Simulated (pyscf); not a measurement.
## F–C(F)(F)–SiH₂–O–SiH₃ (SMILES FC(F)(F)[SiH2]O[SiH3]), singlet

Gas-phase minimum from PySCF at ωB97X-D3(BJ)/def2-SVP, one conformer. F–C(F)(F)–SiH₂–O–SiH₃ lies 40.1 kcal/mol over its isomer F–CH(F)–SiH(F)–O–SiH₃ (electronic energy, ωB97M-D3(BJ)). 

```xyz
12

F     -0.5361    -0.1628     0.8145
C     -1.5587    -1.0170     0.5664
F     -2.4651    -0.8518     1.5477
F     -1.0619    -2.2627     0.6813
Si    -2.2978    -0.6717    -1.1800
O     -1.0402    -0.6967    -2.2406
Si     0.5515    -0.2026    -2.3672
H     -2.9416     0.6653    -1.1109
H     -3.2727    -1.7417    -1.4942
H      0.6730     1.2151    -1.9261
H      0.9487    -0.3248    -3.7937
H      1.4144    -1.0701    -1.5211
```

Bonds (Å): F1–C2 1.355, C2–F3 1.346, C2–F4 1.346, C2–Si5 1.928, Si5–O6 1.645, Si5–H8 1.485, Si5–H9 1.481, O6–Si7 1.671, Si7–H10 1.490, Si7–H11 1.486, Si7–H12 1.488. Angles (°): F1–C2–F3 107.3, F1–C2–F4 106.8, F1–C2–Si5 110.0, F3–C2–F4 107.5, F3–C2–Si5 112.4, F4–C2–Si5 112.6, C2–Si5–O6 106.8, C2–Si5–H8 106.6, C2–Si5–H9 108.4, O6–Si5–H8 112.0, O6–Si5–H9 110.8, H8–Si5–H9 112.0, Si5–O6–Si7 140.6, O6–Si7–H10 109.7 (the first ones only).

Properties at ωB97X-D3(BJ)/def2-SVP:

Harmonic wavenumbers, unscaled: 25, 57, 91, 111, 156, 211, 299, 427, 505, 536, 624, 648, 725, 740, 752, 762, 900, 964, 970, 972, 1011, 1106, 1170, 1198, 1287, 2269, 2282, 2290, 2295, 2318 cm⁻¹
Zero-point energy: 39.6 kcal/mol
Rotational symmetry number: 1
Entropy of this conformer at 298 K and 1 atm, rigid rotor and harmonic oscillator, modes under 100 cm⁻¹ raised to 100: 394.0 J/(mol K)
Dipole moment: 1.59 D

Single-point totals, which compare only within one level:

```json
[
 {"level": "ωB97X-D3(BJ)/def2-TZVP", "total energy (hartree)": "-995.23832"},
 {"level": "PBE/def2-TZVP", "total energy (hartree)": "-994.41911"},
 {"level": "r²SCAN/def2-TZVP", "total energy (hartree)": "-994.90665"},
 {"level": "B3LYP-D3(BJ)/def2-TZVP", "total energy (hartree)": "-995.20073"},
 {"level": "PBE0-D3(BJ)/def2-TZVP", "total energy (hartree)": "-994.48780"},
 {"level": "M06-2X/def2-TZVP", "total energy (hartree)": "-994.95259"},
 {"level": "ωB97M-D3(BJ)/def2-TZVP", "total energy (hartree)": "-995.30090"}
]
```

The lowest mode is so soft that the shape along it may change with the basis. Soft torsions are taken as harmonic, which can shift the entropy by several J/(mol K).
